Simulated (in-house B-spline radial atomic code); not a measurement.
## P⁵⁺: [He] 2s2 2p5 3s1 (an excited or competing configuration)

Computed with a radial B-spline atomic code at the basis-set limit: non-relativistic CAM-B3LYP, spin-polarised, spherical fractional occupations, exact exchange averaged over the configuration, point nucleus.

Effective charges: Z_r = [3n² - l(l+1)]/(2<r>) from the radius, Z_e = n√(-2ε) from the energy, and Slater's rules. Values are occupation-weighted means over spin.

```json
{"shell": "1s", "electrons": "2", "ε (eV)": "-2213.7", "<r> (bohr)": "0.1039", "Z_r": "14.44", "Z_e": "12.76", "Slater": "14.70"}
{"shell": "2s", "electrons": "2", "ε (eV)": "-277.8", "<r> (bohr)": "0.505", "Z_r": "11.88", "Z_e": "9.04", "Slater": "11.20"}
{"shell": "2p", "electrons": "5", "ε (eV)": "-230.71", "<r> (bohr)": "0.4617", "Z_r": "10.83", "Z_e": "8.24", "Slater": "11.20"}
{"shell": "3s", "electrons": "1", "ε (eV)": "-82.303", "<r> (bohr)": "1.459", "Z_r": "9.25", "Z_e": "7.38", "Slater": "7.05"}
```

The least bound orbital is 3s up at -82.3 eV, and it is also the most diffuse (<r> = 1.459 bohr).

The density falls to 0.001 bohr⁻³ at 2.58 bohr; Σ<r²> = 4.374 bohr² gives, by the non-relativistic formula and without the paramagnetism of open shells, a Langevin diamagnetic susceptibility of -3.464×10⁻⁶ cm³/mol.
